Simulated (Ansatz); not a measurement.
# Relative stability

The two ends of one reaction step of BH$_{4}$SeBr, singlet (PBE0-D4/def2-TZVP).

A:

B1  (-0.439, -0.807, 0.003)
Br2  (-1.374, -0.026, 1.575)
H3  (-1.139, -0.938, -0.962)
H4  (0.295, -1.714, 0.276)
H5  (1.580, 1.025, 0.555)
Se6  (0.973, 0.636, -0.728)
H7  (0.105, 1.824, -0.719)
(Å)

B:

```
7
angstrom
B -0.0730 -0.9841 -0.8958
Br -0.5794 1.0370 2.9758
H -1.1363 -0.8231 -1.4005
H 0.3203 -2.0377 -0.5073
H 0.0688 0.7994 1.7210
Se 1.1277 0.4792 -0.6612
H 0.2719 1.5293 -1.2322
```

Program: Ansatz 0.2.0. Basis: def2-TZVPP. Cores are frozen in the correlated methods. Filled d shells of the heavier atoms are correlated. The def2 sets are not built for correlating such inner shells, so the correlated values are less sure here. B3LYP uses VWN-RPA correlation.

Q: Which structure is lower at CCSD(T), and by how much? (To be estimated.)

A: Computed: A, by 24.3 kJ/mol (electronic energy, against the other). By their contacts, A is BH₄SeBr ([SeH2][BH2][Br]) and B is a complex of BH₃Se ([BH2][SeH]) + HBr.

Q: Do the other methods give the same order? (A judgement: the text doesn't fix the answer.)

A: By the calculation: Not all: HF gives the other order.

```
      method  E(B) − E(A) (kJ/mol)
       SPW92                  55.0
      PBE-D4                  34.5
     BLYP-D4                  17.0
   r2SCAN-D4                  31.4
      B97M-V                  22.9
     PBE0-D4                  35.2
    B3LYP-D4                  19.2
  r2SCAN0-D4                  32.8
    BHLYP-D4                  19.4
CAM-B3LYP-D4                  20.8
     wB97X-V                  28.5
     wB97M-V                  27.6
      B2PLYP                  18.1
    PBE-QIDH                  34.7
  RPA on PBE                  20.9
          HF                  -6.6
         MP2                  31.4
        CCSD                  20.9
     CCSD(T)                  24.3
```

No T1 diagnostic of these runs exceeds 0.011.

Labels in which every atom is bracketed show which atoms are joined, not bond orders.

For scale, one of the runs: CCSD(T)/def2-TZVPP, 183 basis functions, launched by `ansatz run in.yaml --threads 4 --pin off --events-out ev --progress --plain --max-ram 9574MiB`. The run took 52 s on 4 CPU threads of an Arm Neoverse V2 (shared host), with 1.9 GiB of host memory at its peak.
